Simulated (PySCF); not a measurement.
C5H7OS2 (doublet state).
Z-matrix (Å and degrees, GFN2-xTB geometry), rows numbered from 1:
```
C 
O   1  1.4083
C   2  1.3808  1  114.61
C   3  1.4913  2  111.30  1   171.49
C   4  1.3593  3  115.56  2   119.24
C   5  1.3930  4  115.17  3     1.04
S   6  1.7383  5  125.13  4   179.68
S   6  1.7424  5  112.82  4     0.85
H   1  1.0962  2  110.76  3    61.65
H   1  1.0875  2  106.41  3  -179.14
H   1  1.0964  2  110.97  3   -59.57
H   3  1.1049  2  110.76  1    44.90
H   4  1.0725  3  118.69  2   -57.31
H   5  1.0763  4  123.92  3  -178.90
H   7  1.3314  6   95.82  5   176.70
```

The hyperfine couplings belong to this conformer and change with its torsions.

As a line formula: `CO[C@H]1[CH]C=C(S)S1` [radical].

Theory: UKS B3LYP, pcH-1 on C H O S, non-relativistic, mean-field spin-orbit, GIAO (PySCF 2.14.0). Geometry: GFN2-xTB, one conformer, isolated molecule. The geometry wasn't refined by DFT: couplings that depend on bond lengths, twists or pyramidal angles can differ widely from those at the functional's own minimum. Stability of the SCF solution: not tested.

Computed for the main isotopes (class means, splittings of 0.05 mT or more): g = 2.0045; H12 1H +57.2 MHz (2.04 mT); H13 1H -34.9 MHz (1.24 mT); H14 1H +7.7 MHz (0.28 mT); H15 1H -4.1 MHz (0.15 mT); 16 first-order lines, 3.70 mT wide.

Task: What changes when 1H at H13 is replaced by 2H?

Result: Only the nuclear moment changes in this model. The ratio of g factors is 0.85744/5.58569 = 0.1535, so a goes from -34.9 to -5.4 MHz (0.191 mT). The spin goes from 1/2 to 1, so the 1:1 doublet becomes a 1:1:1 triplet. The spectrum then has 24 first-order lines over 2.84 mT.

| offset from centre (mT) | relative intensity |
| --- | --- |
| -1.42 | 1 |
| -1.27 | 1 |
| -1.23 | 1 |
| -1.15 | 1 |
| -1.08 | 1 |
| -1.04 | 1 |
| -1.00 | 1 |
| -0.95 | 1 |
| -0.89 | 1 |
| -0.81 | 1 |
| -0.76 | 1 |
| -0.62 | 1 |
| +0.62 | 1 |
| +0.76 | 1 |
| +0.81 | 1 |
| +0.89 | 1 |
| +0.95 | 1 |
| +1.00 | 1 |
| +1.04 | 1 |
| +1.08 | 1 |
| +1.15 | 1 |
| +1.23 | 1 |
| +1.27 | 1 |
| +1.42 | 1 |

Task: Give position and intensity of the satellites from 13C at C6.

Result: a = +61.7 MHz, or 2.20 mT in magnitude, and I = 1/2, so to first order each main line has two satellites, at ±1.10 mT. The isotope's abundance is about 1.07 %, shared among 2 lines, so each has 0.54 % of the main line's intensity.

Task: Give position and intensity of the satellites from 17O at O2.

Result: a = -49.7 MHz, or 1.77 mT in magnitude, and I = 5/2, so to first order each main line has six satellites, at ±0.89, ±2.66, ±4.43 mT. The isotope's abundance is about 0.038 %, shared among 6 lines, so each has 0.0063 % of the main line's intensity. At 340 mT second-order shifts move them to lower field by up to 0.04 mT.

Task: Where do the 13C satellites of C4 appear, and how strong are they?

Result: a = +44.9 MHz, or 1.60 mT in magnitude, and I = 1/2, so to first order each main line has two satellites, at ±0.80 mT. The isotope's abundance is about 1.07 %, shared among 2 lines, so each has 0.54 % of the main line's intensity.

On Arm Neoverse V2, one thread, on a shared host, this took 2.0 min wall (with the writing of density and orbital grids) and 1.0 GiB of memory at its peak.
